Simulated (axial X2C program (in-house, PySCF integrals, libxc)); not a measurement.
Ω levels of FPdF from open-shell CI on d7 s1

Calculated with an axial X2C code built on PySCF integrals: two-component X2C with atomic mean-field Coulomb and Gaunt terms, basis F dyall-av3z, Pd dyall-v3z (cores contracted in-house). Orbitals come from Hartree–Fock averaged over the configuration Pd d7 s1; CI then distributes these electrons over the d, s shells of Pd.

F–Pd–F held linear, both bonds 1.965 Å (near the minimum of the configuration average).

Lowest levels of this model:

```
Ω  energy (cm⁻¹)    g∥       configuration
3              0  7.88   94% d8 + 6% d7 s1
2            259  4.55   94% d8 + 6% d7 s1
1           1009  1.30   94% d8 + 6% d7 s1
0           1812  0.00   95% d8 + 5% d7 s1
4           3094  9.99  90% d8 + 10% d7 s1
2           3889  5.36   95% d8 + 5% d7 s1
1           4022  1.46   94% d8 + 6% d7 s1
0           4470  0.00   95% d8 + 5% d7 s1
3           5698  6.12  90% d8 + 10% d7 s1
0           6178  0.00   94% d8 + 6% d7 s1
1           6677  3.19   93% d8 + 7% d7 s1
2           7253  2.23  90% d8 + 10% d7 s1
0           9922  0.00              96% d8
1          11396  2.09   92% d8 + 8% d7 s1
2          12522  5.46   91% d8 + 9% d7 s1
0          14558  0.00   91% d8 + 9% d7 s1
0          14789  0.00   91% d8 + 9% d7 s1
0          19846  0.00  88% d8 + 11% d7 s1
0          21453  0.00  90% d8 + 10% d7 s1
3          22240  6.01  89% d8 + 10% d7 s1
```

g∥ is the magnitude of 2⟨Lz + ge Sz⟩ for the +Ω component.

Question: From Ω and g∥ of the lowest level, whose 2⟨Lz + ge Sz⟩ is positive, find ⟨Sz⟩ and ⟨Lz⟩ (ge = 2.0023).

Answer: Ω = ⟨Lz⟩ + ⟨Sz⟩ = 3 and ⟨Lz⟩ + ge⟨Sz⟩ = 3.940, so ⟨Sz⟩ = 0.94 and ⟨Lz⟩ = 2.06.

Occupations of the active spinors in the lowest level by ω, shell by shell in order of energy: -5/2: 0.02; -3/2: 0.98 0.98; -1/2: 0.99 0.03 0.00; 1/2: 1.00 0.95 0.06; 3/2: 1.00 1.00; 5/2: 1.00. The leading determinant has weight 0.92 among 39.

This point took 2.1 s on 1 thread of AMD EPYC 7B13 (Zen 3) (shared host).

There is no dynamic correlation: spin–orbit spacings and, for f shells, spacings inside one term are the most reliable numbers, splittings between terms come out too wide, and energies between configurations are not reliable, so the lowest level need not be the ground state of the molecule. The lowest levels belong to d8, not to the averaged configuration, so orbitals and distance suit them less well. For d shells the ligand-field splittings (σ, π, δ) and their order can be off by a thousand cm⁻¹ or more. At most 4 roots were kept for each Ω > 0 (twice that for Ω = 0) within 3.2 eV of the lowest, so higher up levels can be missing between those listed; levels with Ω > 0 are doubly degenerate and listed once, Ω = 0 levels singly. The open spinors mix strongly with ligand orbitals, which this small active space describes poorly. Some active spinors are only partly of the character that their shell is named for, so the shell names and counts are nominal. The molecule was held linear; bending was not examined.
